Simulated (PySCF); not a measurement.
## Partial charges of `C=C(C)[P@H+](C)CC(C)C`

C₈H₁₈P (charge +1).
Structure used (GFN2-xTB), in Å, numbered top down from 1:
```
atom  x, y, z in Å
C1     2.6263    1.5481    0.1417
C2     2.1414    0.3581   -0.1914
C3     2.7875   -0.6150   -1.1245
P4     0.5525   -0.1759    0.4844
C5     0.7198   -1.8004    1.2585
C6    -0.7044   -0.2018   -0.8361
C7    -2.1023    0.2630   -0.3932
C8    -2.1156    1.7624   -0.1224
C9    -2.5846   -0.5211    0.8209
H10    3.5606    1.9034   -0.2604
H11    2.1188    2.2095    0.8256
H12    3.6085   -0.1445   -1.6582
H13    3.1876   -1.4662   -0.5729
H14    2.0685   -0.9918   -1.8527
H15    0.2261    0.7379    1.4593
H16    1.0066   -2.5287    0.4986
H17    1.4904   -1.7622    2.0284
H18   -0.2251   -2.1054    1.7055
H19   -0.3411    0.4388   -1.6464
H20   -0.7459   -1.2316   -1.2077
H21   -2.7779    0.0614   -1.2305
H22   -1.4550    2.0207    0.7049
H23   -1.8038    2.3197   -1.0023
H24   -3.1192    2.0840    0.1410
H25   -3.6035   -0.2358    1.0673
H26   -1.9604   -0.3093    1.6914
H27   -2.5756   -1.5909    0.6241
```

Density: PBE0/pcSseg-1 (PySCF); schemes: Mulliken, IAO, Hirshfeld and ESP-fitted. Geometry: GFN2-xTB, one conformer, isolated ion.

Problem. Atoms with like bonding are taken together and averaged. For which atoms does the sign change between the 4 schemes (beyond +0.03 e in one, beyond −0.03 e in another)?

Solution. C2 and C7.

Problem. At which atom do the 4 schemes differ most?

Solution. At C7: from -0.383 (Mulliken) to +0.468 e (ESP-fitted), 0.851 e apart.

Problem. Tabulate the Mulliken, IAO, Hirshfeld and ESP-fitted charges.

Solution. In e; atoms taken as equivalent share a row and are averaged (×n: the atom named and its like, n in all):

```
       atom                      environment  Mulliken     IAO  Hirshfeld  ESP-fitted
         C1             terminal =CH2 carbon    +0.023  -0.256     -0.042      -0.425
         C2  fully substituted alkene carbon    -0.634  -0.202     -0.025      +0.070
         C3                   allylic carbon    -0.148  -0.432     -0.103      -0.436
         P4           phosphonium phosphorus    +0.518  +1.054     +0.464      +0.593
         C5   sp3 carbon bound to phosphorus    -0.437  -0.635     -0.121      -0.589
         C6   sp3 carbon bound to phosphorus    -0.369  -0.465     -0.082      -0.593
         C7                    sp3 CH carbon    -0.383  -0.088     -0.007      +0.468
         C8                    methyl carbon    -0.214  -0.423     -0.111      -0.586
         C9                    methyl carbon    -0.240  -0.424     -0.111      -0.592
        H10                 vinylic hydrogen    +0.161  +0.189     +0.083      +0.250
        H11                 vinylic hydrogen    +0.142  +0.169     +0.069      +0.199
H12/H13/H14                  methyl hydrogen    +0.158  +0.170     +0.064      +0.163
        H15                     P–H hydrogen    +0.142  +0.016     +0.049      +0.071
H16/H17/H18                  methyl hydrogen    +0.198  +0.196     +0.081      +0.217
        H19               methylene hydrogen    +0.203  +0.181     +0.068      +0.205
        H20               methylene hydrogen    +0.196  +0.175     +0.068      +0.210
        H21                 methine hydrogen    +0.167  +0.163     +0.062      +0.037
H22/H23/H24                  methyl hydrogen    +0.132  +0.148     +0.050      +0.161
H25/H26/H27                  methyl hydrogen    +0.137  +0.145     +0.050      +0.164
```

Mean size of the charges over all atoms: ESP-fitted 0.276 e, IAO 0.254 e, Mulliken 0.217 e, Hirshfeld 0.082 e. Each set sums to the total charge, 1, to within 0.001 e. The IAO scheme projects the occupied orbitals on a minimal set of polarised atomic orbitals and counts the electrons in each atom's part of it. The ESP scheme fits charges at the nuclei, held to the total charge, to the electrostatic potential on points at 1.4 to 2.0 times the van der Waals radii.

Some averages cover members that differ in this geometry: H25/H26/H27, IAO +0.118 to +0.172; H22/H23/H24, Mulliken +0.102 to +0.154; H22/H23/H24, IAO +0.123 to +0.168; H25/H26/H27, Mulliken +0.116 to +0.160 e.

Problem. How many electrons does the ESP-fitted scheme count on P4?

Solution. Z − q = 15 − (+0.593) = 14.407.

Problem. How closely do the schemes follow one another over all atoms?

Solution. Correlation coefficient and root-mean-square difference: IAO with Hirshfeld 0.97, 0.222 e; IAO with ESP-fitted 0.87, 0.164 e; Mulliken with IAO 0.84, 0.179 e; Hirshfeld with ESP-fitted 0.79, 0.250 e; Mulliken with Hirshfeld 0.76, 0.183 e; Mulliken with ESP-fitted 0.61, 0.264 e.
